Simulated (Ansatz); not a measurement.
`C[O][Al]([NH2])[NH2]`, relaxed with RKS PBE0-D4/def2-TZVP in Ansatz from a PBE-D4/def2-SVP geometry. The force threshold is 0.005 eV/Å; the program also tests the step.

Charge 0, multiplicity 1.

Start:

```xyz
12

C    -0.188   -0.111    2.189
O     0.540    0.137    1.026
Al    0.242    0.086   -0.665
N    -1.222   -0.690   -1.324
N     1.460    0.854   -1.709
H    -0.154    0.767    2.876
H    -1.268   -0.335    2.006
H     0.231   -0.977    2.755
H    -1.526   -0.656   -2.298
H    -1.878   -1.253   -0.780
H     1.496    0.810   -2.727
H     2.266    1.368   -1.350
```

Task: By how much does the energy fall, and how many steps does the optimiser take? (An estimate is asked.)

Result: The calculation gave: 0.06 eV, in 23 steps, 2 of them rejected.

Task: Which bonds change most? (An estimate is asked.)

Result: Ansatz gave: O2–Al3 from 1.717 to 1.688 Å; C1–H8 from 1.116 to 1.096 Å; C1–H6 from 1.116 to 1.096 Å; C1–H7 from 1.118 to 1.099 Å.

Task: Give the relaxed structure. (An estimate is asked.)

Result: Computed: 
```xyz
12

C    -0.193   -0.133    2.167
O     0.499    0.241    1.019
Al    0.235    0.131   -0.644
N    -1.221   -0.638   -1.286
N     1.470    0.813   -1.701
H    -0.336    0.732    2.824
H    -1.186   -0.552    1.952
H     0.371   -0.888    2.727
H    -1.449   -0.727   -2.262
H    -1.945   -1.054   -0.724
H     1.450    0.811   -2.706
H     2.305    1.263   -1.366
```
